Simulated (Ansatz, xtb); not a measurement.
Ligand exchange: HCl + AgF → HF + AgCl

Species: HCl (hydrogen chloride), singlet; AgF, singlet; HF (hydrogen fluoride), singlet; AgCl (silver chloride), singlet. The partners trade Cl for F: H–Cl and Ag–F bonds give way to H–F and Ag–Cl.

Shapes, held fixed at every level: PBE0-D4/def2-TZVP. Programs: Ansatz 0.2.0, xtb 6.7.1. The zero-point and thermal change to 298 K, harmonic and unscaled (PBE0-D4/def2-TZVP), is +6.3 kJ/mol.

```json
{"level": "GFN0-xTB", "kind": "semi-empirical", "ΔH(298 K) (kJ/mol)": "+17.9", "less CCSD(T)/def2-TZVPP": "+130.4", "CPU time (sum over the molecules)": "0.11 s"}
{"level": "HF/def2-TZVPP", "kind": "Hartree–Fock", "ΔH(298 K) (kJ/mol)": "-119.9", "less CCSD(T)/def2-TZVPP": "-7.4", "CPU time (sum over the molecules)": "–"}
{"level": "SPW92/def2-TZVPP", "kind": "LDA", "ΔH(298 K) (kJ/mol)": "-111.1", "less CCSD(T)/def2-TZVPP": "+1.4", "CPU time (sum over the molecules)": "2.7 s"}
{"level": "r2SCAN-D4/def2-TZVPP", "kind": "meta-GGA", "ΔH(298 K) (kJ/mol)": "-105.4", "less CCSD(T)/def2-TZVPP": "+7.1", "CPU time (sum over the molecules)": "12 s"}
{"level": "BHLYP-D4/def2-TZVPP", "kind": "global hybrid", "ΔH(298 K) (kJ/mol)": "-116.0", "less CCSD(T)/def2-TZVPP": "-3.5", "CPU time (sum over the molecules)": "5.5 s"}
{"level": "PBE0-D4/def2-TZVPP", "kind": "global hybrid", "ΔH(298 K) (kJ/mol)": "-114.4", "less CCSD(T)/def2-TZVPP": "-1.9", "CPU time (sum over the molecules)": "4.6 s"}
{"level": "r2SCAN0-D4/def2-TZVPP", "kind": "global hybrid", "ΔH(298 K) (kJ/mol)": "-117.2", "less CCSD(T)/def2-TZVPP": "-4.7", "CPU time (sum over the molecules)": "11 s"}
{"level": "CCSD/def2-TZVPP", "kind": "coupled cluster or CI", "ΔH(298 K) (kJ/mol)": "-113.0", "less CCSD(T)/def2-TZVPP": "-0.5", "CPU time (sum over the molecules)": "–"}
{"level": "CCSD(T)/def2-TZVPP", "kind": "coupled cluster or CI", "ΔH(298 K) (kJ/mol)": "-112.5", "less CCSD(T)/def2-TZVPP": "0.0", "CPU time (sum over the molecules)": "17 s"}
```

The highest level, CCSD(T)/def2-TZVPP, gives ΔH(298 K) = -112.5 kJ/mol; the levels span -119.9 to +17.9. They disagree on the sign: 1 of 9 are positive. GFN0-xTB strays far from the other rows. The column of differences is taken from that level and isn't an error. No measured value is set beside it here. For atoms past krypton def2 sets carry core potentials with scalar relativity. Correlated rows may include outer-core shells of Ag, which these sets cover unevenly. Times are processor times on shared x86 and Arm servers, and rough.
